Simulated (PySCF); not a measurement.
# First hyperpolarisability: SMILES COc1ccc(S)cc1, C7H8OS

Geometry (Å), atoms numbered from 1 in this order:
```xyz
17

C    -2.642   -0.809   -0.222
O    -1.963    0.410   -0.146
C    -0.620    0.395   -0.004
C     0.012    1.643    0.071
C     1.387    1.729    0.217
C     2.175    0.571    0.293
S     3.924    0.767    0.479
C     1.542   -0.670    0.218
C     0.157   -0.764    0.071
H    -3.708   -0.571   -0.330
H    -2.505   -1.416    0.692
H    -2.322   -1.407   -1.094
H    -0.605    2.541    0.011
H     1.860    2.713    0.273
H     4.226   -0.546    0.511
H     2.130   -1.590    0.275
H    -0.299   -1.753    0.017
```

Theory: quadratic response CAM-B3LYP/aug-cc-pVDZ first hyperpolarisability, Taylor convention, gas phase in PySCF. Geometry: PBE0-D3(BJ)/def2-SVP.

(1) What is the first hyperpolarisability, and how does it disperse?

(2) Which lowest excitations, dipole and polarisabilities go with it?

Results:

(1) In 10⁻³⁰ esu, Taylor convention; the vector part is βᵢ = ⅓ Σⱼ (βᵢⱼⱼ + βⱼᵢⱼ + βⱼⱼᵢ); β∥ is 3/5 of the vector part along the dipole, the dipole points from − to +:
| process | λ (nm) | β vector norm | β∥ | β HRS | depolarisation ratio |
| --- | --- | --- | --- | --- | --- |
| static β(0;0,0) | ∞ | 1.54 | 0.32 | 0.66 | 4.47 |
| second harmonic β(−2ω;ω,ω) | 1907 | 1.58 | 0.32 | 0.69 | 4.25 |
| Pockels β(−ω;ω,0) | 1907 | 1.55 | 0.32 | – | – |
| second harmonic β(−2ω;ω,ω) | 1064 | 1.65 | 0.32 | 0.75 | 3.70 |
| Pockels β(−ω;ω,0) | 1064 | 1.58 | 0.32 | – | – |

(2) S1 4.61 eV (f = 0.035); S2 4.77 eV (f = 0.004); S3 5.29 eV (f = 0.271); dipole 2.44 D; isotropic α 111.9 au static, 112.4 au at 1907 nm, 113.5 au at 1064 nm, 113.9 au at 953.5 nm, 118.9 au at 532 nm.
